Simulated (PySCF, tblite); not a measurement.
Compound: C7H12N2Si.
Cartesian coordinates in Å at the GFN2-xTB level; atoms count from 1:
```
atom  x, y, z in Å
C1    -2.9417    1.9216    2.7036
C2    -2.4137    1.4746    1.7277
C3    -1.7338    0.9018    0.5739
C4    -0.5589    1.7059    0.3204
N5     0.3818    2.3349    0.1571
C6    -1.3407   -0.5639    0.8366
Si7   -0.7087   -1.4993   -0.7078
C8     0.8665   -0.7114   -1.4288
N9     1.8925   -0.6715   -0.3974
C10    3.2021   -0.3324   -0.9184
H11   -3.4241    2.3147    3.5479
H12   -2.3963    0.9650   -0.3000
H13   -2.2224   -1.0777    1.2237
H14   -0.5950   -0.5904    1.6330
H15   -0.4394   -2.8736   -0.2879
H16   -1.7842   -1.4472   -1.7132
H17    1.2368   -1.3535   -2.2328
H18    0.6878    0.2771   -1.8828
H19    1.6332    0.0220    0.2984
H20    3.5137   -1.1141   -1.6129
H21    3.9119   -0.2946   -0.0938
H22    3.2224    0.6315   -1.4473
```

Level of theory: PBE0/pcSseg-1 in PySCF (dipole) on a GFN2-xTB geometry, gas phase.

Take the most abundant isotopes and a rigid rotor. The values belong to one conformer with, in the numbering `[CH:1]#[C:2][C@@H:3]([C:4]#[N:5])[CH2:6][SiH2:7][CH2:8][NH:9][CH3:10]`, C2–C3–C6–Si7 170°, C3–C6–Si7–C8 62°, C6–Si7–C8–N9 57°, Si7–C8–N9–C10 169°.

(1) What are A, B and C (MHz)?

(2) Classify the top.

(3) What does the inertial defect say?

(4) Predict some low-J microwave lines.

(5) Estimate the classical rotational partition function at 25 K, 50 K and 100 K.

Answers

(1) Ia = 279.86, Ib = 764.11, Ic = 951.15 u·Å²; 505379 MHz·u·Å²/I gives A = 1806, B = 661.4, C = 531.3 MHz.

(2) An asymmetric top; Ray's κ = -0.796.

(3) Not planar: Δ = Ic − Ia − Ib = -92.82 u·Å². For a rigid frame Δ = −2 Σ m c², so Σ m c² = 46.41 u·Å² lies off the ab plane: 14.41 from hydrogen and 32.00 from heavier atoms. The atom farthest from that plane is 1.48 Å away.

(4) The dipole components are |μa| = 1.30 D, |μb| = 2.08 D, |μc| = 0.07 D. Intensities carry the squares of the components, which stand as 0.39 : 1.00 : 0.00 (a : b : c). Some lines, for components of 0.1 D or more:

| type | branch | J(Ka,Kc) | MHz | lower level (cm⁻¹) |
| --- | --- | --- | --- | --- |
| a | Q | 2(1,1) ← 2(1,2) | 390 | 0.153 |
| a | R | 1(0,1) ← 0(0,0) | 1193 | 0.000 |
| b | R | 2(0,2) ← 1(1,1) | 1231 | 0.078 |
| b | Q | 1(1,0) ← 1(0,1) | 1274 | 0.040 |
| b | Q | 2(1,1) ← 2(0,2) | 1415 | 0.119 |
| a | R | 2(1,2) ← 1(1,1) | 2255 | 0.078 |
| b | R | 1(1,1) ← 0(0,0) | 2337 | 0.000 |
| a | R | 2(0,2) ← 1(0,1) | 2375 | 0.040 |
| a | R | 2(1,1) ← 1(1,0) | 2516 | 0.082 |
| b | R | 2(1,2) ← 1(0,1) | 3400 | 0.040 |
| b | Q | 2(2,0) ← 2(1,1) | 3444 | 0.166 |
| b | Q | 2(2,1) ← 2(1,2) | 3823 | 0.153 |
| b | R | 2(2,1) ← 1(1,0) | 5949 | 0.082 |
| b | R | 2(2,0) ← 1(1,1) | 6089 | 0.078 |

(5) Point group C1, symmetry number σ = 1; q = (√π/σ)·√((kT/h)³/(ABC)), k/h = 20836.6 MHz/K: 26500 at 25 K, 74800 at 50 K, 212000 at 100 K.

Its GFN2-xTB frequencies are all real (lowest 20 cm⁻¹). No vibrational averaging or centrifugal distortion is included, and the geometry carries the error of its method. A rigid rotor knows nothing of inversion at nitrogen or internal rotation, which can split or shift real lines. Quadrupole hyperfine structure (14N) is left out.

Time: 67 s (with the writing of density and orbital grids); peak memory 1.1 GiB. Hardware: an Arm Neoverse V2 with one thread, shared host with 32 logical CPUs at a one-minute load of 25. This is the PBE0/pcSseg-1 job that gave the dipole, with the shieldings it also computed.
